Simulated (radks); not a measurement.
The numbers below are computed, except where a source is named.
Trend from Ni4+ to Pt4+: ionisation energy by Delta-SCF between NIST ground configurations, and size. Code: a radial shooting solver on a logarithmic mesh with Libxc functionals. Model: Dirac Kohn-Sham, BLYP, spin-unpolarised, spherical densities, finite nucleus; open shells are shared between the two j in proportion to 2j + 1; Fermi nuclear charge, rms radius of each element as measured or else 0.836 A^(1/3) + 0.57 fm.

| species | configuration | IE (eV) | NIST (eV) | kind | -e(HOMO) (eV) | r at 0.001 e/bohr^3 (bohr) |
|---|---|---|---|---|---|---|
| Ni4+ | [Ar] 3d6 | 80.113 | 76.1 | semi-emp. | 68.306 (3d5/2) | 2.47 |
| Pd4+ | [Kr] 4d6 | 65.378 | 61 | theory | 56.850 (4d5/2) | 2.95 |
| Pt4+ | [Xe] 4f14 5d6 | 59.907 | 56 | theory | 51.840 (5d5/2) | 3.16 |

Reference values: NIST Atomic Spectra Database (exp. = measured, semi-emp. = semi-empirical, theory = theoretical value adopted there). Spin polarisation and multiplet splitting are left out, so open shells lie too high by an amount that depends on their filling. Sharing an open shell by 2j + 1 raises it above the true ground level by a part of the spin-orbit splitting, which enters the differences from NIST.

Beside tabulated values, note that spin-unpolarised runs miss the spin-polarisation part of the exchange energy of open shells.
